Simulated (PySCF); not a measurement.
**Radial density of Mg (magnesium, neutral)**

LC-wPBE, [Ne] 3s1 3p1, 3s spin antiparallel (an excited configuration). Calculation: PySCF 2.14, in x2c-QZVPPall; the spin-free X2C one-electron Hamiltonian (Gaussian nucleus).

```tsv
r (bohr)	4πr²ρ (e/bohr)	4πr²(ρα − ρβ)
0.00274	0.1065	-0.0002
0.00461	0.2817	-0.0005
0.00776	0.7248	-0.0012
0.0131	1.776	-0.0030
0.0220	4.007	-0.0067
0.0369	7.854	-0.0126
0.0621	12.16	-0.0168
0.105	12.92	-0.0085
0.176	8.777	0.0117
0.296	8.101	-0.0024
0.497	11.09	-0.0355
0.837	6.659	0.0010
1.41	1.343	-0.1074
2.37	0.5854	-0.2169
3.98	0.4141	0.0519
6.70	0.08705	0.0667
11.3	0.002324	0.0023
```

Densities and radii are taken from the X2C orbitals without a picture-change correction, which distorts them close to the nucleus.

With the s spin flipped the determinant is a mixture of two multiplicities, not a spectroscopic state.
